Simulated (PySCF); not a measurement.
Species: InH3.
Cartesian coordinates in Å at the PBE0-D3(BJ)/def2-SVP level; atoms count from 1:
```
atom  x, y, z in Å
In1    0.022   -0.024   -0.007
H2     1.755   -0.007    0.014
H3    -0.858    1.470   -0.038
H4    -0.835   -1.530    0.000
```

Computed with PBE0-D3(BJ)/def2-SVP geometry optimisation, gas phase, def2 core potentials past Kr in PySCF.

Take the most abundant isotopes and a rigid rotor. 

Task: What are A, B and C (GHz)?

Result: Ia = 4.53, Ib = 4.55, Ic = 9.08 u·Å²; 505379 MHz·u·Å²/I gives 111460, 111054 and 55628 MHz, that is A = 111.46, B = 111.05, C = 55.628 GHz.

Task: Classify the top.

Result: An oblate symmetric top, as the point group D3h requires two equal moments; the computed ones differ by 0.37 % because the geometry is symmetric only within the optimiser's tolerance: κ = (2 × 111054 − 111460 − 55628)/(111460 − 55628) = 0.99.

Task: Is it planar, by Δ = Ic − Ia − Ib?

Result: Planar: Δ = Ic − Ia − Ib = 0.00 u·Å². For a rigid frame Δ = −2 Σ m c², so it vanishes when all atoms lie in the ab plane; here none is more than 0.01 Å from it.

The point group D3h allows no dipole (computed: 0.01 D), so a rigid rotor has no electric-dipole lines.

Task: Estimate the classical rotational partition function at 50 K.

Result: Point group D3h, symmetry number σ = 6; q = (√π/σ)·√((kT/h)³/(ABC)), k/h = 20836.6 MHz/K: 12.0 at 50 K.

No PBE0-D3(BJ)/def2-SVP frequencies stand behind this structure, so it isn't proved a minimum. No vibrational averaging or centrifugal distortion is included, and the geometry carries the error of its method.
